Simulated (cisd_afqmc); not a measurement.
Input (AFQMC/CISD/cc-pVDZ; cisd_afqmc is a phaseless AFQMC code with CISD trial states that reads the integrals written by Ansatz):

Ansatz 0.2 input:
```python
import cisd_afqmc

open("ham.yaml", "w").write("""\
crystal:
  periodic: [false, false, false]
  atoms:
    - {symbol: Ge, position_ang: [-0.00000000, -0.00000000, -1.22905116]}
    - {symbol: Br, position_ang: [0.00000000, 0.00000000, 1.12370392]}
basis:
  gaussian:
    orbitals: cc-pVDZ
magnetization: {spin_polarized: true, initial_magnetization: 1}
correlation: {method: ccsd, electrons: outside_noble_gas, hamiltonian_folder: ham}
""")
rep = cisd_afqmc.ansatz("ham.yaml")
e_ccsd = rep["correlation"]["coupled_cluster"]["energy"]["hartree"]
out = cisd_afqmc.run("ham", e_ccsd, trial="CISD", walkers=200, populations=8, threads=8, dt=0.005, steps=40, early=24, settle=10, least=32,
    cut=5e-5, rank_cut=2e-4, target=0.0004, seconds=1500, seed=1, memory=17280, gpu=False)
```

Output:

```
orbitals 26, occupied [6, 5], factors 124 of 644, rank of the doubles 136 of 225
E(HF) = -4647.743270
E(CCSD) on the cut factors = -4647.934049, shift to the whole factors -0.000001
Energy of the trial state on the determinant = -4647.934093
  tau behind 7.2 of longer steps, mean of the populations' last blocks
   2.0  -4647.93985
   4.0  -4647.93988
   6.0  -4647.93939
   8.0  -4647.94030
blocks 328 (0 outliers left out), error by blocks joined: 1: 0.00011, 2: 0.00014, 4: 0.00018, 8: 0.00021, 16: 0.00025
E(AFQMC/CISD) = -4647.93991 +/- 0.00025
```
